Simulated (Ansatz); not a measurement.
CH6BeGeO (SMILES C[O][Be][GeH3]), singlet, geometry from GFN2-xTB (such geometries of metal compounds can be far from the true shape); SC-NEVPT2/STO-3G, CASSCF(6,5) (Ansatz, an electronic-structure program).

Input for Ansatz:
Ansatz 0.2 input:
```yaml
crystal:
  periodic: [false, false, false]
  atoms:
    - {symbol: Be, position_ang: [-0.37877050, -0.16709635, -0.58893325]}
    - {symbol: O, position_ang: [-1.09479227, -0.48297265, -1.70224338]}
    - {symbol: C, position_ang: [-1.81834204, -0.80216996, -2.82725845]}
    - {symbol: H, position_ang: [-2.54186154, -0.01056088, -3.04470040]}
    - {symbol: H, position_ang: [-1.14785005, -0.91495232, -3.68465394]}
    - {symbol: H, position_ang: [-2.35696769, -1.74200720, -2.67235596]}
    - {symbol: Ge, position_ang: [0.74471562, 0.32853472, 1.15792490]}
    - {symbol: H, position_ang: [1.24082627, -0.77225713, 2.05342298]}
    - {symbol: H, position_ang: [2.03912712, 1.07937027, 1.01464145]}
    - {symbol: H, position_ang: [0.11929856, 1.19248250, 2.21727990]}
basis:
  gaussian:
    orbitals: STO-3G
magnetization: {spin_polarized: false}
correlation: {method: sc_nevpt2, electrons: all, active_space: {window: {electrons: 6, orbitals: 5}}}
```

### Question
Write the output that Ansatz gives for this input, abridged.

### Answer

```
Functional definition: HF
471 factors; integrals over basis functions are off by at most 6.2e-4 eV
mean field evaluation 1: about -59347.0887 eV, gradient 2.2e1 eV
mean field evaluation 2: about -59347.2003 eV, gradient 2.2e1 eV
mean field evaluation 4: about -59349.1502 eV, gradient 2.1e0 eV
mean field evaluation 8: about -59349.1735 eV, gradient 2.6e-5 eV
a density is far from that of the atoms, so the factors are made again for it
489 factors; integrals over basis functions are off by at most 4.6e-5 eV
mean field evaluation 16: about -59349.1744 eV, gradient 3.2e-4 eV
mean field -59349.17441677 eV, -2181.0419315011 hartree, gradient 1.5e-6 eV, S^2 0.000000; 1 other end points of the search recorded, 0 dependent functions left out
reference -59349.17441677 eV, -2181.0419315011 hartree; 28, 28 occupied and 11, 11 virtual orbitals, 489 factors
state -59350.08029776 eV, -2181.0752220134 hartree
state -59350.08029776 eV, -2181.0752220134 hartree; corrected -59353.84160773 eV, -2181.2134476053 hartree
Total energy: -59353.84160773 eV, -2181.2134476053 hartree
```
